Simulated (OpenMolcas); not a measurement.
## Mn²⁺: Racah parameters, worked from levels

```yaml
Program: OpenMolcas 26.06
Basis: ANO-RCC-VQZP [7s6p4d3f2g1h]
Scalar_Hamiltonian: DKH2, point nucleus
Active_space: 11 electrons in 8 orbitals (RAS1 3p, at most 2 holes; RAS2 3d)
State_averaging: 2S+1 = 6 even, 1 root; 2S+1 = 4 even, 24 roots; 2S+1 = 2 even, 58 roots
Spin-orbit_coupling: state interaction with AMFI integrals over the reference wave functions, term energies averaged over their components
```

Methods: RASSCF; MS-RASPT2, IPEA 0.25 Eh, imaginary shift 0.1 Eh (closed shells correlated: 3s).

**Racah parameters.** Above 6S, d5 has 4D at 17B + 5C, 4G at 10B + 5C and 4P at 7B + 7C. The first two fix B and C, and the third tests them; where it misses by thousands of cm-1, two parameters do not describe the configuration (Trees and configuration-interaction terms are left out) and B and C hang on the terms chosen. Term energies are centres of gravity, weighted by 2J + 1.

```tsv
Source	4D	4G	B	C	C/B	4P from B, C	4P found
RASSCF	38929	32954	854	4884	5.72	40166	33573
MS-RASPT2	33228	27288	849	3760	4.43	32263	30130
```

Energies in cm-1. From RASSCF to MS-RASPT2, B changes by -0.6 % and C by -23.0 %.

CASPT2 breaks the degeneracy within a term, and the mean is taken; among the terms shown or strongly mixed into the levels shown the widest spread is 330 cm-1 (3d5 4G, MS-RASPT2). Active for correlation alone: 3p; no level in the range computed is led by a configuration that opens it, so any true level of that kind is missing. Without dynamic correlation excited terms often stand tens of per cent too high (terms of higher spin than the ground term too low), and those without a measured partner can miss by more than the paired ones (holds for RASSCF). Only configurations of the active space appear.
